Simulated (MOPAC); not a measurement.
MOPAC input (MNDO):

```
MNDO PRECISE GNORM=0.05 LET XYZ GEO-OK AUX(PRECISION=9) THREADS=1
H5BO3Si

O    -0.95253700 1    0.52035400 1    1.28323700 1
B    -0.84359100 1   -0.38602800 1    0.25050300 1
O    -1.76878200 1   -1.35336300 1   -0.04384100 1
O     0.26087400 1   -0.32139000 1   -0.53858200 1
Si    1.58704900 1    0.66147800 1   -0.53902000 1
H    -1.73966700 1    0.45853600 1    1.82912300 1
H    -2.54120800 1   -1.38226500 1    0.52507400 1
H     1.19045100 1    2.07349800 1   -0.73891000 1
H     2.44077800 1    0.22161800 1   -1.66140300 1
H     2.33246100 1    0.53325200 1    0.73336600 1
```

Output:

```
 *******************************************************************************
 **                                                                           **
 **                              MOPAC v23.2.5                                **
 **                                                                           **
 *******************************************************************************
 ** MOPAC's Digital Object Identifier: https://doi.org/10.5281/zenodo.6511958 **
 **                                                                           **
 ** Please cite the open-source release paper for use of this MOPAC version:  **
 ** J. E. Moussa and J. J. P. Stewart (2026)                                  **
 ** MOPAC: An open-source semiempirical molecular orbital program             **
 ** J. Open Source Softw., 11(119), 8025, https://doi.org/10.21105/joss.08025 **
 *******************************************************************************

                              MNDO CALCULATION RESULTS

 *******************************************************************************
 *  MNDO       - The MNDO Hamiltonian to be used
 *  GEO-OK     - OVERRIDE INTERATOMIC DISTANCE AND OTHER SAFETY CHECKS
 *  LET        - OVERRIDE SOME SAFETY CHECKS
 *  PRECISE    - TIGHTER CRITERIA TO BE USED
 *  XYZ        - CARTESIAN COORDINATE SYSTEM TO BE USED
 *  GNORM      - EXIT WHEN GRADIENT NORM DROPS BELOW 0.050
 *  AUX        - OUTPUT AUXILIARY INFORMATION
 *******************************************************************************
MNDO PRECISE GNORM=0.05 LET XYZ GEO-OK AUX(PRECISION=9) THREADS=1
 H5BO3Si

   ATOM   CHEMICAL          X               Y               Z
  NUMBER   SYMBOL      (ANGSTROMS)     (ANGSTROMS)     (ANGSTROMS)

     1       O         -0.95253700  *   0.52035400  *   1.28323700  *
     2       B         -0.84359100  *  -0.38602800  *   0.25050300  *
     3       O         -1.76878200  *  -1.35336300  *  -0.04384100  *
     4       O          0.26087400  *  -0.32139000  *  -0.53858200  *
     5      Si          1.58704900  *   0.66147800  *  -0.53902000  *
     6       H         -1.73966700  *   0.45853600  *   1.82912300  *
     7       H         -2.54120800  *  -1.38226500  *   0.52507400  *
     8       H          1.19045100  *   2.07349800  *  -0.73891000  *
     9       H          2.44077800  *   0.22161800  *  -1.66140300  *
    10       H          2.33246100  *   0.53325200  *   0.73336600  *

          CARTESIAN COORDINATES

    NO.       ATOM           X           Y           Z

     1         O         -0.9525      0.5204      1.2832
     2         B         -0.8436     -0.3860      0.2505
     3         O         -1.7688     -1.3534     -0.0438
     4         O          0.2609     -0.3214     -0.5386
     5        Si          1.5870      0.6615     -0.5390
     6         H         -1.7397      0.4585      1.8291
     7         H         -2.5412     -1.3823      0.5251
     8         H          1.1905      2.0735     -0.7389
     9         H          2.4408      0.2216     -1.6614
    10         H          2.3325      0.5333      0.7334

  H: (MNDO): M.J.S. DEWAR, W. THIEL, J. AM. CHEM. SOC., 99, 4899, (1977)
  B: (MNDO): M.J.S. DEWAR, M.L. MCKEE, J. AM. CHEM. SOC., 99, 5231, (1977)
  O: (MNDO): M.J.S. DEWAR, W. THIEL, J. AM. CHEM. SOC., 99, 4899, (1977)
 Si: (MNDO): M.J.S.DEWAR, ET. AL. ORGANOMETALLICS  5, 375 (1986)

           Empirical Formula: H5 O3 B Si  =    10 atoms

      MOLECULAR POINT GROUP   :   Cs

      RHF CALCULATION, NO. OF DOUBLY OCCUPIED LEVELS = 15

          Geometry optimization using EF

          DIAGONAL MATRIX USED AS START HESSIAN

 CYCLE:     1  GRAD.:   102.547 HEAT: -248.3696
 CYCLE:     2  GRAD.:   334.548 HEAT: -238.4186
 CYCLE:     3  GRAD.:   213.125 HEAT: -241.8358
 CYCLE:     4  GRAD.:   204.723 HEAT: -245.1368
 CYCLE:     5  GRAD.:   245.670 HEAT: -243.8982
 CYCLE:     6  GRAD.:   435.895 HEAT: -227.4410
 CYCLE:     7  GRAD.:   225.004 HEAT: -242.3376
 CYCLE:     8  GRAD.:   266.495 HEAT: -240.9719
 CYCLE:     9  GRAD.:   329.491 HEAT: -235.1961
 CYCLE:    10  GRAD.:   228.555 HEAT: -243.8947
 CYCLE:    11  GRAD.:   163.554 HEAT: -245.2399
 CYCLE:    12  GRAD.:   201.700 HEAT: -247.1286
 CYCLE:    13  GRAD.:   141.813 HEAT: -250.8125
 CYCLE:    14  GRAD.:    91.614 HEAT: -253.2363
 CYCLE:    15  GRAD.:   103.886 HEAT: -252.6049
 CYCLE:    16  GRAD.:    33.826 HEAT: -255.6087
 CYCLE:    17  GRAD.:    19.452 HEAT: -255.7908
 CYCLE:    18  GRAD.:     8.564 HEAT: -255.8577
 CYCLE:    19  GRAD.:     8.747 HEAT: -255.9024
 CYCLE:    20  GRAD.:     3.506 HEAT: -255.9454
 CYCLE:    21  GRAD.:     8.842 HEAT: -256.0345
 CYCLE:    22  GRAD.:    11.881 HEAT: -256.1516
 CYCLE:    23  GRAD.:     6.909 HEAT: -256.2205
 CYCLE:    24  GRAD.:     1.857 HEAT: -256.2461
 CYCLE:    25  GRAD.:     0.765 HEAT: -256.2483
 CYCLE:    26  GRAD.:     1.277 HEAT: -256.2482
 CYCLE:    27  GRAD.:     0.425 HEAT: -256.2490
 CYCLE:    28  GRAD.:     0.202 HEAT: -256.2491
 CYCLE:    29  GRAD.:     0.066 HEAT: -256.2491
 CYCLE:    30  GRAD.:     0.022 HEAT: -256.2491

     GRADIENT =  0.02247 IS LESS THAN CUTOFF =  0.05000

 -------------------------------------------------------------------------------
 MNDO PRECISE GNORM=0.05 LET XYZ GEO-OK AUX(PRECISION=9) THREADS=1
 H5BO3Si

     GEOMETRY OPTIMISED USING EIGENVECTOR FOLLOWING (EF).
     SCF FIELD WAS ACHIEVED

                              MNDO CALCULATION
                                                       MOPAC v23.2.5 Linux

          FINAL HEAT OF FORMATION =       -256.24915 KCAL/MOL =   -1072.14644 KJ/MOL

          COSMO AREA              =        129.28 SQUARE ANGSTROMS
          COSMO VOLUME            =        116.71 CUBIC ANGSTROMS

          GRADIENT NORM           =          0.02247          =       0.00711 PER ATOM
          IONIZATION POTENTIAL    =         11.298690 EV
          HOMO LUMO ENERGIES (EV) =        -11.299  2.420
          NO. OF FILLED LEVELS    =         15
          MOLECULAR WEIGHT        =         91.9332         POINT GROUP:  Cs

          MOLECULAR DIMENSIONS (Angstroms)

            Atom       Atom       Distance
            H     9    H     6     5.49248
            H     7    H    10     3.94868
            H    10    H     8     2.17305

          SCF CALCULATIONS        =         31

   ATOM   CHEMICAL          X               Y               Z
  NUMBER   SYMBOL      (ANGSTROMS)     (ANGSTROMS)     (ANGSTROMS)

     1       O         -1.07874844  *   0.50206780  *   1.36200306  *
     2       B         -0.86643440  *  -0.35759579  *   0.29797680  *
     3       O         -1.71807954  *  -1.36556713  *  -0.09594066  *
     4       O          0.25172444  *  -0.20073718  *  -0.40526172  *
     5      Si          1.65750033  *   0.64883031  *  -0.60690549  *
     6       H         -1.87240446  *   0.38649794  *   1.85671976  *
     7       H         -2.50798989  *  -1.46818221  *   0.40942456  *
     8       H          1.36041285  *   1.97442929  *  -0.85222545  *
     9       H          2.31087338  *   0.09733515  *  -1.69065636  *
    10       H          2.43213609  *   0.52898204  *   0.52944310  *

                             CARTESIAN COORDINATES

   1    O       -1.078748439     0.502067796     1.362003061
   2    B       -0.866434402    -0.357595788     0.297976798
   3    O       -1.718079539    -1.365567128    -0.095940665
   4    O        0.251724444    -0.200737180    -0.405261725
   5   Si        1.657500325     0.648830309    -0.606905488
   6    H       -1.872404463     0.386497936     1.856719764
   7    H       -2.507989887    -1.468182211     0.409424564
   8    H        1.360412848     1.974429288    -0.852225452
   9    H        2.310873382     0.097335153    -1.690656359
  10    H        2.432136091     0.528982040     0.529443101

           Empirical Formula: H5 O3 B Si  =    10 atoms

      MOLECULAR POINT GROUP   :   Cs

                  EIGENVALUES
 -42.55186 -40.50925 -40.26529 -22.16596 -20.34513 -19.45011 -16.69899 -15.50421
 -15.43263 -13.72587 -12.81228 -12.59439 -12.18901 -11.33016 -11.29869   2.41966
   2.68669   2.88118   3.00187   3.65969   4.22342   5.05423   5.91038   8.66208
   9.24693

              NET ATOMIC CHARGES AND DIPOLE CONTRIBUTIONS

  ATOM NO.   TYPE          CHARGE      No. of ELECS.   s-Pop       p-Pop
    1          O          -0.308124        6.3081     1.77100     4.53712
    2          B           0.235337        2.7647     1.01020     1.75446
    3          O          -0.267493        6.2675     1.76960     4.49789
    4          O          -0.589188        6.5892     1.71815     4.87104
    5         Si           1.702177        2.2978     0.98782     1.31001
    6          H           0.197876        0.8021     0.80212
    7          H           0.191666        0.8083     0.80833
    8          H          -0.389874        1.3899     1.38987
    9          H          -0.382503        1.3825     1.38250
   10          H          -0.389874        1.3899     1.38987
 DIPOLE           X         Y         Z       TOTAL
 POINT-CHG.     0.228     0.629     0.481     0.824
 HYBRID        -1.331    -0.197     0.826     1.579
 SUM           -1.103     0.432     1.308     1.765

          ATOMIC ORBITAL ELECTRON POPULATIONS

     Atom    s        px        py        pz
    1  O   1.77100   1.43846   1.64924   1.44942
    2  B   1.01020   0.61726   0.56718   0.57002
    3  O   1.76960   1.29724   1.58218   1.61847
    4  O   1.71815   1.38293   1.77347   1.71464
    5 Si   0.98782   0.40845   0.43628   0.46527
    6  H   0.80212
    7  H   0.80833
    8  H   1.38987
    9  H   1.38250
   10  H   1.38987

 **********************
 *                    *
 * JOB ENDED NORMALLY *
 *                    *
 **********************

 == MOPAC DONE ==
```

The geometry given is a B3LYP-D3(BJ)/def2-TZVP minimum.
